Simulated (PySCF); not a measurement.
Compound: C9H8NP.
Geometry (GFN2-xTB, Å), atoms numbered from 1 in this order:
```
atom  x, y, z in Å
C1     1.8081   -3.0205   -0.4965
C2     1.4514   -1.9227   -0.8350
P3     0.9749   -0.3699   -1.5329
C4     2.1886    0.6381   -0.6097
C5     1.9392    1.7750    0.0187
C6    -0.5156   -0.0243   -0.5188
C7    -0.9333   -0.8040    0.5536
C8    -2.0698   -0.4276    1.2492
C9    -2.7448    0.7145    0.8449
N10   -2.3614    1.4583   -0.1793
C11   -1.2829    1.0934   -0.8445
H12    2.1080   -3.9686   -0.1546
H13    3.2004    0.2559   -0.6862
H14    2.7247    2.3425    0.4916
H15    0.9456    2.1883    0.0943
H16   -0.3767   -1.6872    0.8344
H17   -2.4227   -1.0088    2.0878
H18   -3.6344    1.0536    1.3592
H19   -1.0091    1.7232   -1.6838
```

Probes without a nucleus sit at each ring's centroid and 1 Å off its mean plane on both sides; NICS is minus the shielding there, NICSzz its component along the normal. Level: GIAO PBE0/pcSseg-1 (PySCF, non-relativistic, gas phase) on the GFN2-xTB geometry, one conformer.

Ring bond lengths (Å), with Mayer bond orders in brackets: C6–C7 1.390 (1.39), C7–C8 1.385 (1.44), C8–C9 1.387 (1.39), C9–N10 1.323 (1.47), N10–C11 1.319 (1.49), C11–C6 1.394 (1.38).

Question: Give the NICS values of each ring in ppm.

Answer: 
```tsv
ring	type	NICS(0)	NICS(1), two faces	NICS(1)zz, two faces	rms pucker (Å)	centre to ring atoms, mean (Å)
C6–C7–C8–C9–N10–C11	6-membered ring with N; formal bonds all aromatic	-6.8	-10.8 / -11.1	-27.7 / -28.4	0.00	1.37
```

Question: What can be read from them?

Answer: 
- C6–C7–C8–C9–N10–C11: mean NICS(1)zz -28.1 ppm, shielded. For a flat ring without four-coordinate atoms the NICS criterion counts such a value as aromatic.

Question: What does the geometric index give? HOMA = 1 − mean of α(R − Ropt)² over the ring bonds, with Krygowski's 1993 parameters (CC: Ropt 1.388 Å, α 257.7 Å⁻²; CN: Ropt 1.334 Å, α 93.52 Å⁻²).

Answer: 
- C6–C7–C8–C9–N10–C11: HOMA 0.99; the largest term is that of N10–C11, α(R − Ropt)² = 0.02. The geometric and the magnetic index point the same way.

Question: What field does 7.05 T along the ring normal induce along that normal at the second NICS(1) probe listed for ring C6–C7–C8–C9–N10–C11, 1 Å off the ring?

Answer: NICSzz × B0 = -28.4 ppm × 7.05 T = -200 μT, against the applied field.

Question: What are the shieldings of the ring atoms and their hydrogens in the same run (means over atoms taken as equivalent)?

Answer: 
| atoms | environment | σ isotropic (ppm) |
| --- | --- | --- |
| C6 | substituted aromatic carbon | 51.2 |
| C7 | aromatic CH carbon | 41.6 |
| C8 | aromatic CH carbon | 56.8 |
| C9 | aromatic CH next to a ring nitrogen | 30.9 |
| N10 | pyridine-type nitrogen | -89.0 |
| C11 | aromatic CH next to a ring nitrogen | 26.7 |
| H16 | aromatic hydrogen | 22.96 |
| H17 | aromatic hydrogen | 24.12 |
| H18 | aromatic hydrogen | 22.74 |
| H19 | aromatic hydrogen | 22.82 |
